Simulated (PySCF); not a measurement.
Record of a relaxation.

Species: [AlCl3(PMe3)], C3H9AlCl3P.
Atom-mapped SMILES: `[CH3:1][P+:2]([CH3:3])([CH3:4])[Al-:5]([Cl:6])([Cl:7])[Cl:8]` (hydrogens: H9, H10, H11 on C1; H12, H13, H14 on C3; H15, H16, H17 on C4)

Method: PySCF, PBE0-D3(BJ)/def2-SVP geometry optimisation, gas phase; density fitting, grid level 1; the optimiser is geomeTRIC in internal coordinates, started from a GFN2-xTB structure with every atom displaced at random (about 0.01 Å). 7 of its 11 geometries are shown. The frame can shift and turn from step to step; on so coarse a grid that alone can change the energy by a few meV, and forces under 0.02 eV/Å are noise.

Step 0: E = -56677.4992 eV, largest atomic force 2.059 eV/Å
```
atom  x, y, z in Å  |  force x, y, z in eV/Å
C1     -1.133    1.337    0.422   -0.541   0.829   0.310
P2     -0.018   -0.008    0.004    0.318  -0.410  -0.148
C3     -1.096   -1.155   -0.944    0.808   0.695   0.555
C4      0.227   -0.856    1.604   -2.005   0.179  -0.432
Al5     2.117    0.672   -1.148   -1.120  -0.150   0.868
Cl6     1.300    1.556   -2.811   -0.455   0.582  -1.105
Cl7     2.875    1.914    0.322    0.421   0.668   0.678
Cl8     2.981   -1.176   -1.348    0.656  -1.230  -0.188
H9     -0.644    2.069    1.093    0.020  -0.218  -0.182
H10    -1.430    1.880   -0.489    0.096  -0.025  -0.049
H11    -2.058    0.981    0.917    0.236  -0.052  -0.086
H12    -1.971   -1.394   -0.366   -0.769  -0.179   0.410
H13    -0.544   -2.052   -1.152    0.484  -0.780  -0.232
H14    -1.362   -0.686   -1.875   -0.242   0.347  -0.723
H15     0.729   -0.215    2.290    0.772   0.781   0.717
H16    -0.775   -1.105    2.042    0.572   0.037  -0.261
H17     0.785   -1.749    1.451    0.750  -1.073  -0.129
```

Step 2: E = -56677.8191 eV, largest atomic force 0.121 eV/Å
```
atom  x, y, z in Å  |  force x, y, z in eV/Å
C1     -1.138    1.375    0.436    0.023   0.004  -0.003
P2     -0.059   -0.033    0.038   -0.083   0.004   0.031
C3     -1.055   -1.167   -0.976   -0.017  -0.007   0.005
C4      0.249   -0.900    1.604    0.012  -0.051   0.070
Al5     1.941    0.693   -1.054    0.059  -0.085  -0.043
Cl6     1.111    1.586   -2.803    0.007  -0.016   0.058
Cl7     2.742    2.024    0.403   -0.043  -0.001  -0.026
Cl8     2.966   -1.160   -1.322   -0.027   0.118  -0.009
H9     -0.580    2.066    1.084   -0.007  -0.005  -0.008
H10    -1.380    1.901   -0.499    0.005  -0.003   0.002
H11    -2.062    1.051    0.936   -0.005   0.003   0.004
H12    -1.974   -1.463   -0.450    0.002  -0.013  -0.024
H13    -0.454   -2.059   -1.207    0.019   0.010  -0.003
H14    -1.309   -0.668   -1.922    0.024   0.007   0.003
H15     0.803   -0.231    2.279    0.006  -0.004  -0.034
H16    -0.691   -1.215    2.083    0.020   0.010  -0.013
H17     0.876   -1.782    1.403    0.005   0.028  -0.011
```

Step 3: E = -56677.8200 eV, largest atomic force 0.100 eV/Å
```
atom  x, y, z in Å  |  force x, y, z in eV/Å
C1     -1.149    1.360    0.447    0.025   0.027   0.001
P2     -0.067   -0.045    0.047    0.035   0.009  -0.010
C3     -1.047   -1.180   -0.981    0.023   0.027   0.034
C4      0.263   -0.912    1.611   -0.087   0.013  -0.048
Al5     1.925    0.717   -1.057   -0.041  -0.073   0.030
Cl6     1.060    1.597   -2.791   -0.013   0.018  -0.009
Cl7     2.686    2.070    0.397   -0.013   0.014   0.004
Cl8     3.006   -1.093   -1.346   -0.017   0.054  -0.006
H9     -0.588    2.054    1.092   -0.014  -0.020  -0.013
H10    -1.388    1.886   -0.490   -0.003  -0.011   0.016
H11    -2.073    1.041    0.949   -0.005  -0.002   0.000
H12    -1.970   -1.496   -0.473   -0.014  -0.014   0.009
H13    -0.429   -2.057   -1.216    0.018  -0.030  -0.013
H14    -1.293   -0.670   -1.922    0.005   0.013  -0.031
H15     0.819   -0.236    2.274    0.028   0.040   0.037
H16    -0.669   -1.236    2.097    0.042  -0.004   0.004
H17     0.900   -1.780    1.397    0.032  -0.060  -0.005
```

Step 5: E = -56677.8192 eV, largest atomic force 0.034 eV/Å
```
atom  x, y, z in Å  |  force x, y, z in eV/Å
C1     -1.158    1.343    0.459   -0.006   0.001   0.001
P2     -0.069   -0.053    0.051    0.021  -0.017   0.001
C3     -1.033   -1.193   -0.985    0.008   0.005  -0.003
C4      0.284   -0.922    1.608    0.003   0.016  -0.025
Al5     1.896    0.748   -1.059   -0.028   0.011   0.015
Cl6     0.999    1.632   -2.775   -0.011   0.016  -0.017
Cl7     2.629    2.110    0.402    0.006   0.014   0.010
Cl8     3.020   -1.024   -1.379    0.005  -0.014  -0.002
H9     -0.599    2.038    1.102   -0.002  -0.003   0.003
H10    -1.403    1.868   -0.477   -0.006  -0.003   0.004
H11    -2.080    1.019    0.963   -0.001  -0.006   0.001
H12    -1.953   -1.529   -0.486    0.001  -0.001   0.003
H13    -0.401   -2.060   -1.228   -0.001  -0.003  -0.001
H14    -1.280   -0.677   -1.924    0.001  -0.005  -0.002
H15     0.837   -0.238    2.268    0.003  -0.002   0.005
H16    -0.637   -1.262    2.105    0.004  -0.004   0.006
H17     0.931   -1.783    1.388    0.002  -0.007   0.002
```

Step 7: E = -56677.8194 eV, largest atomic force 0.033 eV/Å
```
atom  x, y, z in Å  |  force x, y, z in eV/Å
C1     -1.166    1.333    0.465   -0.009  -0.008   0.003
P2     -0.068   -0.054    0.051    0.002  -0.005  -0.004
C3     -1.026   -1.197   -0.987    0.002  -0.005  -0.007
C4      0.295   -0.925    1.604    0.017   0.001   0.002
Al5     1.885    0.764   -1.060   -0.009   0.032   0.000
Cl6     0.982    1.651   -2.772   -0.002   0.005   0.001
Cl7     2.616    2.127    0.403    0.001   0.003  -0.001
Cl8     3.017   -1.002   -1.387    0.005  -0.013  -0.001
H9     -0.609    2.030    1.109   -0.002  -0.001   0.004
H10    -1.417    1.860   -0.468   -0.004  -0.002   0.001
H11    -2.085    1.001    0.970    0.000  -0.005   0.002
H12    -1.943   -1.540   -0.487    0.003   0.001  -0.001
H13    -0.389   -2.060   -1.234    0.000   0.002   0.003
H14    -1.278   -0.680   -1.925    0.001  -0.003   0.003
H15     0.845   -0.238    2.264    0.000  -0.006  -0.005
H16    -0.621   -1.272    2.104   -0.001  -0.001   0.000
H17     0.947   -1.781    1.381   -0.002   0.005  -0.002
```

Step 8: E = -56677.8196 eV, largest atomic force 0.029 eV/Å
```
atom  x, y, z in Å  |  force x, y, z in eV/Å
C1     -1.167    1.333    0.466   -0.007  -0.007   0.004
P2     -0.068   -0.053    0.051    0.000   0.001  -0.006
C3     -1.026   -1.197   -0.987    0.004  -0.005  -0.003
C4      0.296   -0.924    1.604    0.009  -0.002   0.001
Al5     1.885    0.765   -1.060   -0.007   0.028  -0.001
Cl6     0.984    1.653   -2.773   -0.002   0.002   0.003
Cl7     2.618    2.128    0.403   -0.001   0.001  -0.001
Cl8     3.014   -1.003   -1.385    0.003  -0.007  -0.001
H9     -0.611    2.029    1.110   -0.003  -0.002   0.003
H10    -1.419    1.859   -0.467   -0.004  -0.002   0.002
H11    -2.085    0.999    0.971    0.000  -0.004   0.002
H12    -1.943   -1.540   -0.487    0.002   0.000   0.000
H13    -0.389   -2.059   -1.234    0.001  -0.001   0.002
H14    -1.278   -0.680   -1.925    0.000  -0.001   0.001
H15     0.846   -0.238    2.264    0.002  -0.002  -0.002
H16    -0.620   -1.272    2.104    0.001   0.000  -0.001
H17     0.949   -1.781    1.380    0.001   0.001  -0.003
```

Step 10: E = -56677.8199 eV, largest atomic force 0.020 eV/Å
```
atom  x, y, z in Å  |  force x, y, z in eV/Å
C1     -1.171    1.331    0.467   -0.006  -0.011   0.006
P2     -0.069   -0.052    0.050   -0.004   0.015  -0.006
C3     -1.025   -1.196   -0.988    0.009  -0.009   0.000
C4      0.298   -0.923    1.603    0.007  -0.007  -0.003
Al5     1.886    0.766   -1.060   -0.005   0.019  -0.001
Cl6     0.991    1.654   -2.776   -0.006   0.001   0.004
Cl7     2.623    2.127    0.400   -0.004   0.000   0.001
Cl8     3.005   -1.011   -1.379    0.007   0.001  -0.005
H9     -0.617    2.029    1.112   -0.003  -0.002   0.003
H10    -1.425    1.858   -0.464   -0.004  -0.002   0.001
H11    -2.088    0.994    0.973    0.001  -0.002   0.001
H12    -1.942   -1.540   -0.488    0.001  -0.001   0.001
H13    -0.387   -2.057   -1.236    0.001  -0.001   0.001
H14    -1.278   -0.678   -1.925    0.000   0.000  -0.001
H15     0.848   -0.236    2.263    0.003   0.000  -0.001
H16    -0.617   -1.272    2.104    0.001  -0.001   0.000
H17     0.952   -1.777    1.378    0.002   0.000  -0.002
```

Q: Summarise the path.

A: The energy falls by 7.40 kcal/mol from step 0 to step 10; nine tenths of that is first reached at step 1. It rises by more than 0.2 meV at step 4. The largest force goes from 2.059 to 0.020 eV/Å. Among the bonds P2–Al5 changes most, from 2.520 to 2.392 Å; the atoms move by 0.119 Å rms after alignment.

Q: Follow the three bonds and two angles with the largest change from start to end.

A: 
```csv
step,E above end (kcal/mol),largest force (eV/Å),P2–Al5 (Å),Al5–Cl6 (Å),Al5–Cl8 (Å),C1–P2–Al5 (°),C1–P2–C3 (°)
0,7.40,2.059,2.520,2.052,2.050,115.5,102.9
1,0.32,0.415,2.360,2.136,2.140,111.6,106.0
2,0.02,0.121,2.391,2.132,2.135,111.2,106.3
3,0.00,0.100,2.402,2.128,2.128,110.5,106.6
4,0.01,0.078,2.399,2.127,2.124,110.0,106.9
5,0.02,0.034,2.394,2.128,2.122,109.8,107.0
6,0.01,0.036,2.391,2.130,2.122,109.8,107.0
7,0.01,0.033,2.391,2.130,2.123,109.8,107.0
8,0.01,0.029,2.392,2.130,2.123,109.8,107.0
9,0.00,0.026,2.392,2.130,2.123,109.9,107.0
10,0.00,0.020,2.392,2.129,2.124,110.0,106.9
```

The cost below is that of the whole optimisation. The run took 3.4 min wall on one thread of an Arm Neoverse V1, shared host with 32 logical CPUs at a one-minute load of 11, and the process peaked at 0.80 GiB of memory.
